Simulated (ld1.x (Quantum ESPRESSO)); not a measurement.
Values are calculated unless marked as measured or tabulated.
Hardness and transferability of assorted potentials

Generated with ld1.x 7.5 (TM, RRKJ, ultrasoft, PAW), atompaw 4.2 or ONCVPSP 4.0.1. The cutoff is in Ry: for ld1.x and atompaw files where the sum of valence levels is converged to 10 mRy in a Bessel basis, for ONCV files where the hardest occupied wave has 1 mHa per electron of residual kinetic energy. The error is the largest all-electron minus pseudo excitation energy over each file’s own four to seven test configurations (ionisations up to +4, promotions, holes and added fractions of an electron), all of which were solved. The labels leave out finer settings (local radius, basis sizes, second energies), which also bear on the numbers. Spin-polarised tests are not counted. The rows are a selection from randomly drawn settings: files with unsolved tests, undetermined cutoffs or missed reference levels are left out.

A true bound ghost makes a file unfit for plane-wave use even where its test errors are small: the radial tests pick states by their node count and pass the ghost by.

| element | potential | cutoff (Ry) | largest error (meV) | bound ghosts |
| --- | --- | --- | --- | --- |
| P | TM, PW91, non-relativistic, rc 1.70/1.50 (sp), local s, core correction no, reference 3s2 3p2 | 30 | +220 | none |
| Ge | TM, PBE, scalar-relativistic, rc 1.90/1.80/1.50 (spd), local s, core correction no, reference 4s2 4p2 | 25 | +83 | d |
| Br | TM semilocal, PW91, scalar-relativistic, rc 1.40/1.25 (sp), local s, core correction no, reference 4s1.5 4p5.5 | 80 | +4.5 | none |
| Tl | PAW, PBE, scalar-relativistic, rc 2.20/2.55/2.25 (spd), local smoothed, core correction yes, reference 5d10 6s1.75 6p1.25 | 21 | -193 | none |
| Pb | TM, LDA (PZ), fully relativistic, rc 1.55/2.20/1.60 (spd), local smoothed, core correction yes, reference 5d10 6s2 6p2 | 55 | -104 | s, p3/2, p1/2 |

Fill in the row for Si: TM, PBEsol, scalar-relativistic, rc 1.75/1.85 (sp), local s, core correction no, reference 3s2 3p2.

cutoff 15 Ry, largest error +79 meV, bound ghosts: none.

Fill in the row for Hg: PAW, PBE, scalar-relativistic, rc 2.10/3.25/1.40 (spd), local smoothed, core correction yes, reference 5d10 6s2 6p0.

cutoff 55 Ry, largest error -95 meV, bound ghosts: s, p.
